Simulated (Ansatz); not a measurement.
C2H7ClN2OW, SMILES `C[N]=[W]([OH])([Cl])=[N]C` at its PBE0-D4/def2-TZVP geometry, where that method's forces vanish. Charge 0, multiplicity 1. W takes the def2 core potential.

```xyz
14

C    -0.7691   -0.9375   -2.0561
N    -0.4691    0.2390   -1.3243
W     0.1246    1.2564   -0.0362
O    -1.3202    2.3072    0.6228
Cl    1.9124    2.4498   -0.8603
N     0.6983    0.2734    1.2849
C     1.0494   -0.8344    2.0937
H    -0.5467   -1.8437   -1.4826
H    -0.1833   -0.9645   -2.9809
H    -1.8285   -0.9565   -2.3328
H    -2.1227    2.4106    0.1073
H     2.1137   -0.7902    2.3487
H     0.8609   -1.7868    1.5865
H     0.4804   -0.8228    3.0294
```

(1) What forces (eV/Å) does ωB97M-V/def2-TZVPP give on these atoms in the Gaussian-basis code of Ansatz? (Estimate.)

## Answers

(1) Ansatz gave: 
```
C1  -0.113 -0.412 -0.276
N2   0.190  0.496  0.388
W3  -0.119 -0.523  0.071
O4  -0.042  0.051 -0.031
Cl5  0.100  0.101 -0.046
N6  -0.174  0.493 -0.439
C7   0.135 -0.398  0.304
H8  -0.018  0.088 -0.048
H9  -0.059  0.002  0.096
H10  0.108  0.000  0.029
H11  0.030  0.015  0.031
H12 -0.111 -0.005 -0.027
H13  0.015  0.094  0.045
H14  0.059 -0.003 -0.099
```
